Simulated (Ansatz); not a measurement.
A structure relaxed at PBE-D4/def2-SVP in Ansatz, charge 0, singlet:

```xyz
9

W    -1.1986   -1.9467    0.1502
W    -1.5965    0.1371    1.3023
W     0.7706   -1.2840    1.3856
W     0.6140   -1.4239   -1.3598
Si    0.6657    1.1475    1.6794
Si   -1.4379    0.0941   -1.2445
Si    2.1294    0.1224   -0.1018
Si    0.7708    1.0484   -1.8139
Si   -0.7175    2.1052    0.0026
```

**Question.** Give its formula and point group.

**Answer.** Si₅W₄. Point group Cs (tolerance 0.1 Å).

**Question.** Summarise the bond lengths by kind (pairs closer than 1.2 times the sum of covalent radii, bridged metal pairs left out).

**Answer.** 9 × Si–W 2.45 to 2.55 Å; 6 × Si–Si 2.37 to 2.58 Å; 6 × W–W 2.41 to 3.80 Å.

In the def2 sets W takes a core potential; there is no spin–orbit coupling. The restricted singlet is unstable towards broken spin symmetry in Hartree–Fock (as tested in another run); at PBE-D4/def2-SVP this wasn't settled. The structure comes from a short search, and lower isomers may exist.
